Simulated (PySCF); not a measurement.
H6AlO2Si2, charge +1, singlet, at a GFN2-xTB geometry (such geometries of metal compounds can be far from the true shape). Base run: HF/3-21G in PySCF.

The PySCF input:
```python
from pyscf import gto, scf

mol = gto.Mole()
mol.atom = '''
    Al    0.000000   -0.000000   -0.000000
    O    -1.350764    0.168450    0.862441
    Si   -2.818390    0.351474    1.799496
    H    -2.609435   -0.648004    2.843649
    H    -3.831695    0.040158    0.794922
    H    -2.716136    1.749824    2.208194
    O     1.350764   -0.168450   -0.862441
    Si    2.818390   -0.351474   -1.799496
    H     2.371905   -1.273484   -2.840371
    H     3.725799   -0.896794   -0.793461
    H     3.059563    1.028301   -2.212933
'''
mol.basis = '3-21g'
mol.charge = 1
mol.spin = 0
mol.verbose = 4
mol.build()

mf = scf.RHF(mol)
mf.kernel()
```

The base run was repeated with changes; each row names its change, and settings that it needs were set with it.

```tsv
change	ΔE vs base (mEh)	fitting functions
base	0.000	-
auxbasis = cc-pvtz-ri	14.452	708
auxbasis = cc-pvdz-jkfit	?	?
auxbasis = even-tempered beta=2.0	?	?
only_dfj = on; auxbasis = def2-universal-jfit	-1.309	317
auxbasis = cc-pvqz-jkfit	-0.011	962
auxbasis = default (with mf = mf.density_fit())	?	?
auxbasis = autoaux	0.335	539
exchange = seminumerical (SGX) (with mf = sgx.sgx_fit(mf, auxbasis='def2-universal-jfit'); with mf.with_df.dfj = True)	-1.304	317
auxbasis = even-tempered beta=1.6	0.422	628
```

Question: Complete the blanks.

Answer: 
- auxbasis = cc-pvdz-jkfit, ΔE vs base (mEh): 0.191
- auxbasis = cc-pvdz-jkfit, fitting functions: 614
- auxbasis = even-tempered beta=2.0, ΔE vs base (mEh): 0.068
- auxbasis = even-tempered beta=2.0, fitting functions: 427
- auxbasis = default (with mf = mf.density_fit()), ΔE vs base (mEh): 0.509
- auxbasis = default (with mf = mf.density_fit()), fitting functions: 646

A fitting set is made for a task (jfit for Coulomb, jkfit for Coulomb and exchange, ri for correlation) and for a family of orbital bases.
